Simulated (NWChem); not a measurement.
Everything below was run with NWChem. System: H$_{5}$GeSi, charge 0, spin multiplicity 2, at a geometry optimised with UB3LYP/def2-SVP. The structure started from a generated list of species. Its SCF solution wasn't tested for a lower state. Level: G0W0@UPBE/def2-SVPD, RI basis def2-svpd-rifit.

The NWChem input:

```
start mol
memory heap 200 mb stack 700 mb global 1700 mb
geometry units angstroms nocenter noautoz
  Si    -0.177829     1.582274     0.000000
  Ge     0.126821    -0.794702     0.000000
  H      0.470994     2.153031    -1.215590
  H      0.470994     2.153031     1.215590
  H     -1.622335     1.969772     0.000000
  H     -0.444163    -1.498600    -1.259373
  H     -0.444163    -1.498600     1.259373
  symmetry group Cs
end
basis spherical
  * library def2-svpd
end
basis "ri basis" bse spherical
  * library def2-svpd-rifit
end
dft
  xc xpbe96 cpbe96
  odft
  mult 2
  iterations 100
  direct
  tolerances tight
end
task dft energy
gw
  states alpha occ 4 vir 2
  states beta occ 4 vir 2
end
task dft gw
```

NWChem printed:

```
             Northwest Computational Chemistry Package (NWChem) 7.3.0
             --------------------------------------------------------

                                NWChem Input Module
                                -------------------

 Scaling coordinates for geometry "geometry" by  1.889725989
 (inverse scale =  0.529177249)

 Turning off AUTOSYM since
 SYMMETRY directive was detected!

                             Geometry "geometry" -> ""
                             -------------------------

 Output coordinates in angstroms (scale by  1.889725989 to convert to a.u.)

  No.       Tag          Charge          X              Y              Z
 ---- ---------------- ---------- -------------- -------------- --------------
    1 Si                  14.0000    -0.17782900     1.58227400     0.00000000
    2 Ge                  32.0000     0.12682100    -0.79470200     0.00000000
    3 H                    1.0000     0.47099400     2.15303100    -1.21559000
    4 H                    1.0000     0.47099400     2.15303100     1.21559000
    5 H                    1.0000    -1.62233500     1.96977200     0.00000000
    6 H                    1.0000    -0.44416300    -1.49860000    -1.25937300
    7 H                    1.0000    -0.44416300    -1.49860000     1.25937300

 Effective nuclear repulsion energy (a.u.)     157.4698632482

            Nuclear Dipole moment (a.u.)
            ----------------------------
        X                 Y               Z
 ---------------- ---------------- ----------------
    -0.0000132281     0.0000113384     0.0000000000

      Symmetry information
      --------------------

 Group name             Cs
 Group number              2
 Group order               2
 No. of unique centers     5

      Symmetry unique atoms

     1    2    3    5    6


 Summary of "ao basis" -> "" (spherical)
 ------------------------------------------------------------------------------
       Tag                 Description            Shells   Functions and Types
 ---------------- ------------------------------  ------  ---------------------
 *                         def2-svpd                  on all atoms

 new library libraries.bse/

 Summary of "ri basis" -> "" (spherical)
 ------------------------------------------------------------------------------
       Tag                 Description            Shells   Functions and Types
 ---------------- ------------------------------  ------  ---------------------
 *                      def2-svpd-rifit               on all atoms

  pbe96 is a nonlocal functional; adding pw91lda local functional.

                                 NWChem DFT Module
                                 -----------------

 Summary of "ao basis" -> "ao basis" (spherical)
 ------------------------------------------------------------------------------
       Tag                 Description            Shells   Functions and Types
 ---------------- ------------------------------  ------  ---------------------
 Si                        def2-svpd                10       24   5s3p2d
 Ge                        def2-svpd                14       38   6s4p4d
 H                         def2-svpd                 4        8   2s2p

 Summary of "ao basis" -> "ao basis" (spherical)
 ------------------------------------------------------------------------------
       Tag                 Description            Shells   Functions and Types
 ---------------- ------------------------------  ------  ---------------------
[...]
 overlap   0.988  0.942  0.938  0.960  0.970  0.732  0.743  0.963  0.991  0.976

   alpha     41     42     43     44     45     46     47     48     49     50
    beta     41     42     43     44     45     46     47     48     49     50
 overlap   0.979  0.971  0.982  0.834  0.837  0.991  0.976  0.973  0.966  0.972

   alpha     51     52     53     54     55     56     57     58     59     60
    beta     51     52     53     54     55     56     58     57     59     60
 overlap   0.976  0.990  0.980  0.993  0.982  0.950  0.917  0.998  0.889  0.999

   alpha     61     62     63     64     65     66     67     68     69     70
    beta     61     62     63     64     65     66     67     68     69     70
 overlap   0.984  0.983  0.987  0.996  0.998  0.993  0.990  0.982  0.999  0.977

   alpha     71     72     73     74     75     76     77     78     79     80
    beta     71     72     73     74     75     76     77     78     79     80
 overlap   0.970  0.974  0.974  0.967  0.983  0.999  0.999  0.996  0.993  0.998

   alpha     81     82     83     84     85     86     87     88     89     90
    beta     81     82     83     84     85     86     87     88     89     90
 overlap   0.993  0.998  1.000  1.000  0.999  1.000  1.000  1.000  0.999  1.000

   alpha     91     92     93     94     95     96     97     98     99    100
    beta     92     91     93     94     95     96     97     98     99    100
 overlap   1.000  0.999  0.999  1.000  1.000  1.000  1.000  1.000  0.997  0.997

   alpha    101    102
    beta    101    102
 overlap   0.998  1.000

     --------------------------
     Expectation value of S2:
     --------------------------
      <S2> =      0.7521 (Exact =     0.7500)

 center of mass
 --------------
 x =   0.04981154 y =  -0.19746589 z =   0.00000000

 moments of inertia (a.u.)
 ------------------
         498.222911703825          53.075385335740           0.000000000000
          53.075385335740          41.681492658182           0.000000000000
           0.000000000000           0.000000000000         495.799579010289

     Multipole analysis of the density
     ---------------------------------

     L   x y z        total         alpha         beta         nuclear
     -   - - -        -----         -----         ----         -------
     0   0 0 0     -0.000000    -26.000000    -25.000000     51.000000

     1   1 0 0     -0.005365     -0.330816      0.325464     -0.000013
     1   0 1 0      0.070268      0.688683     -0.618426      0.000011
     1   0 0 1     -0.000000      0.000000     -0.000000      0.000000

     2   2 0 0    -26.190989    -23.729415    -18.272824     15.811249
     2   1 1 0     -0.056970     13.724323     11.218340    -24.999632
     2   1 0 1     -0.000000      0.000000     -0.000000      0.000000
     2   0 2 0    -26.141738   -145.826111   -140.655519    260.339892
     2   0 1 1     -0.000000      0.000000     -0.000000      0.000000
     2   0 0 2    -25.895802    -24.783939    -22.993055     21.881192

 Task  times  cpu:       10.2s     wall:       10.2s

                                NWChem Input Module
                                -------------------

                                 NWChem GW Module
                                 ----------------

                             ***********************
                             ***        GW       ***
                             ***********************

 Summary of "ri basis" -> "ri basis" (spherical)
 ------------------------------------------------------------------------------
       Tag                 Description            Shells   Functions and Types
 ---------------- ------------------------------  ------  ---------------------
 Si                     def2-svpd-rifit             24       78   9s6p6d3f
 Ge                     def2-svpd-rifit             37      143   11s10p8d5f3g
 H                      def2-svpd-rifit              9       23   4s3p2d

                 Memory Information
                 ------------------
          Available GA per process is          1699.8 MBs
          Available stack per process is        700.0 MBs
          Available heap per process is           0.0 MBs

          Peak memory in Initialization
              Peak GA per process is                 15.2 MBs
              Peak stack per process is               0.1 MBs
              Peak heap per process is               15.5 MBs
              Memory not in MA per process            0.0 MBs

          Peak memory in AFF Calculation
              Peak GA per process is                140.2 MBs
              Peak stack per process is             116.1 MBs
              Peak heap per process is                0.0 MBs
              Memory not in MA per process          116.1 MBs

          Computing 2-center integrals
          Computing Inverse Cholesky factor
          Computing 3-center integrals
          Computing V_xc ...

          Computing Sigma_x
          Computing RPA polarizability
          Solving quasiparticle equations

                  Alpha Orbitals
          State     Energy (eV)     Error (eV)
          -----------------------------------
@GW        23        -11.558           0.002
@GW        24        -11.126           0.002
@GW        25        -10.088           0.003
@GW        26         -7.426           0.002
@GW        27          1.748           0.002
@GW        28          2.201           0.002

                   Beta Orbitals
          State     Energy (eV)     Error (eV)
          -----------------------------------
@GW        22        -11.659           0.002
@GW        23        -11.403           0.002
@GW        24        -10.939           0.002
@GW        25         -9.763           0.002
@GW        26         -0.967           0.002
@GW        27          1.930           0.002

   Applying  -2.3176 eV scissor-shift to rest of particle states

   Applying   2.5567 eV scissor-shift to rest of hole states

   Applying  -2.4593 eV scissor-shift to rest of particle states

   Applying   2.8297 eV scissor-shift to rest of hole states

     GW Timing Statistics
   ------------------------
   Init.   :          0.1s
     ERIs  :          1.0s
     Distr.:          0.0s
     Vxc   :          0.9s
   Sigma_x :          0.0s
   RPA     :         15.0s
   Wmn     :          0.1s
   Sigma_c :          0.1s
   GW total:         17.3s

 Task  times  cpu:       17.3s     wall:       17.3s

 Total times  cpu:       27.5s     wall:       27.5s
```
